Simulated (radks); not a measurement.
The numbers below are computed, except where a source is named.
Q: Ni IV, configuration [Ar] 3d5 4s2 (not the ground configuration). Code: a radial shooting solver on a logarithmic mesh with Libxc functionals. Model: non-relativistic Kohn-Sham, PBE, spin-polarised, spherical densities, point nucleus; open shells are filled with parallel spins first. Some entries of the table are withheld. Estimate them.

orbital,occ.,eigenvalue (eV),r(max) (bohr),<r> (bohr)
1s up,1,-8182.241,0.03614,0.05484
1s down,1,-8182.239,0.03614,0.05484
2s up,1,-1027.113,0.2078,0.2485
2s down,1,-1023.410,0.2075,0.2480
2p up,3,-904.1367,0.1663,0.2169
2p down,3,-901.3944,0.1661,0.2163
3s up,1,-168.4420,0.6403,(1)
3s down,1,-161.4781,0.6420,(2)
3p up,3,-130.4679,0.6395,0.7487
3p down,3,-123.5998,0.6421,0.7564
3d up,5,-66.8544,0.5920,0.8013
3d down,0,-60.1080,0.6007,0.8288
4s up,1,-39.1367,1.777,1.981
4s down,1,-37.7728,1.826,2.035

A: 
(1) 3s up <r> (bohr): 0.7291
(2) 3s down <r> (bohr): 0.7340
